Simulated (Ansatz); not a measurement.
```yaml
crystal:
  periodic: [false, false, false]
  atoms:
    - {symbol: N, position_ang: [-0.329800, 1.755911, -0.855555]}
    - {symbol: Si, position_ang: [0.315856, 0.130696, -0.684623]}
    - {symbol: Si, position_ang: [0.301399, -1.302596, 1.285960]}
    - {symbol: S, position_ang: [-1.166702, -1.698103, -0.369172]}
    - {symbol: H, position_ang: [-0.859930, 2.183108, 0.045439]}
    - {symbol: H, position_ang: [-0.641669, 2.167746, -1.516396]}
    - {symbol: H, position_ang: [1.151047, -0.046643, -1.820283]}
    - {symbol: H, position_ang: [1.167759, -2.408160, 1.456226]}
    - {symbol: H, position_ang: [-0.253365, -0.806573, 2.544371]}
basis:
  gaussian: {orbitals: def2-mTZVPP, nuclear_model: gaussian}
hamiltonian: {xc: {name: PBE0-DH}}
relax: {f_tol: 0.001, max_steps: 1}
output: {forces: true}
```

```sh
$ ansatz run in.yaml --threads 2 --pin off --events-out ev --progress --plain --max-ram 4352MiB
```

Output, abridged:

```
Functional definition: PBE0-DH
1305 factors; integrals over basis functions are off by at most 3.4e-4 eV
mean field evaluation 1: about -28142.1150 eV, gradient 4.7e1 eV
mean field evaluation 2: about -28142.1213 eV, gradient 4.7e1 eV
mean field evaluation 4: about -28146.3773 eV, gradient 3.8e0 eV
mean field evaluation 8: about -28146.4180 eV, gradient 3.2e-1 eV
mean field evaluation 16: about -28146.4184 eV, gradient 1.3e-4 eV
mean field -28146.41836829 eV, -1034.3617967072 hartree, gradient 4.7e-6 eV, S^2 0.000000; 0 other end points of the search recorded, 0 dependent functions left out
16 core orbitals not correlated: weight in the atoms' cores, before any rotation towards them, 1.000 or more for the frozen orbitals, at most 0.000 for the correlated occupied ones
reference -28146.41838843 eV, -1034.3617974472 hartree; 12, 12 occupied and 102, 102 virtual orbitals, 1305 factors
second order -18.56854147 eV of doubles, -0.00000000 eV of singles
relax step   1: F+E_penalty+E_count = -28148.73943598 eV  Δ(F+E_penalty+E_count) = +0.000e0 eV  max|allowed force component| = 1.506e1 eV/Å  Δτ_max = 0.0000 Å  (40 SCF iters, accepted)
Error: geometry relaxation did not converge after 1 steps: max|allowed force component| = 1.51e1 eV/Å (threshold 1.0e-3). Raise `relax.max_steps` over both its present limit and 1, loosen `relax.f_tol`, or start from a geometry closer to equilibrium. Where this run's directory can be resumed (`checkpoint.write`), a resume goes on for up to `relax.max_steps` more
```

(1) Something in this input is off. What?

## Answers

(1) The relaxation is allowed too few steps for its threshold. The run did not converge.
